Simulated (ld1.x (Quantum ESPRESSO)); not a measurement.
Ranking RRKJ potentials for silicon

All share these settings but for the change named:

ld1.x (Quantum ESPRESSO) 7.5 input, shortened:

```
&input
   title='Si', zed=14., rel=1, dft='PBE', iswitch=3,
   config='[Ne] 3s2 3p1'
 /
 &inputp
   pseudotype=2, tm=.false., rho0=0.01, lloc=-2, rcloc=2.10,
   nlcc=.true., new_core_ps=.true.
 /
2
3S  1  0   2.00   0.00  1.70  1.70  0.0
3P  2  1   1.00   0.00  2.20  2.20  0.0
 &test
   configts(1)='3s2 3p1'
 /
```

Test errors are all-electron minus pseudo excitation energies from the reference, over 3s2 3p2; 3s2 3p0; 3s1 3p0; 3s2 3p1.5; 3s2 3p2.3; 3s1 3p2; 3s0 3p4. None of these files shows a bound ghost.

The base gives 51.0 meV.

Of 10 variants that were run, those that failed, showed a ghost or another fault, or gave nearly equal values are left out.

A variant can come out equal or close to the base, since the largest error may sit in a test that the change hardly touches while other tests move.

(1) Rank these variants by their largest absolute test error, smallest first.
A. local potential all-electron potential smoothed inside 1.48 bohr (lloc = -2)
B. wave 3s (bound): rc 1.70 bohr becomes 3s (bound): rc 2.50 bohr
C. wave 3p (bound): rc 2.20 bohr becomes 3p (bound): rc 2.48 bohr
D. core correction none

## Answers

(1) B (42.0 meV), C (52.0 meV), A (61.6 meV), D (80.6 meV).
